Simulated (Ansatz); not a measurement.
The same ligand exchange along the group Mg, Zn, Cd.

Computed with Ansatz on PBE0-D4/def2-TZVP structures; ΔE is electronic, products minus reactants. CCSD(T)/CBS adds triple-zeta CCSD(T) − MP2 to the extrapolated MP2 energy (def2 sets, frozen cores). This one scheme is used for every species. Elements past krypton have def2 core potentials. For Cd, Mg, Zn outer-core shells are correlated without core-valence functions, which leaves a few kJ/mol of doubt a bond. Scalar relativity is left out up to krypton.

(1) Order these by ΔE at CCSD(T)/CBS, lowest first. (Best estimate.)
A. `[Cl][Cd][Cl]` + H–F → `[F][Cd][Cl]` + HCl
B. `[Cl][Mg][Cl]` + H–F → `[F][Mg][Cl]` + HCl
C. `[Cl][Zn][Cl]` + H–F → `[F][Zn][Cl]` + HCl

Largest T1 diagnostic: 0.016, for `[F][Zn][Cl]`.

Results:

(1) B (+0.24 eV), C (+0.69 eV), A (+0.93 eV).
